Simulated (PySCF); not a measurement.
**How methods differ on the excitation energy of Pt⁺**

Pt⁺ [Xe] 4f14 5d9 (2D) → Pt⁺ [Xe] 4f14 5d8 6p1 (high-spin determinant), as a difference of total energies. Computed with PySCF 2.14 in aug-cc-pwCVDZ-PP with ECP60MDF (6s6p5d3f, 70 functions), with a scalar-relativistic core potential. Correlated levels: valence: 5s2 5p6 frozen. The calculations carry no spin-orbit coupling.

| method | excitation energy (eV) |
| --- | --- |
| UHF | 6.524 |
| MP2 (valence) | 7.546 |
| SCS-MP2 (valence) | 7.612 |
| CCSD (valence) | 7.290 |
| CCSD(T) (valence) | 7.301 |

Problem. How much does correlation contribute at CCSD(T) (valence)?

Solution. 7.301 − (6.524) = 0.777 eV, measured against UHF.

The determinant of the upper state mixes LS terms, which raises its energy above the lowest term, most at the Hartree-Fock and MP2 levels.
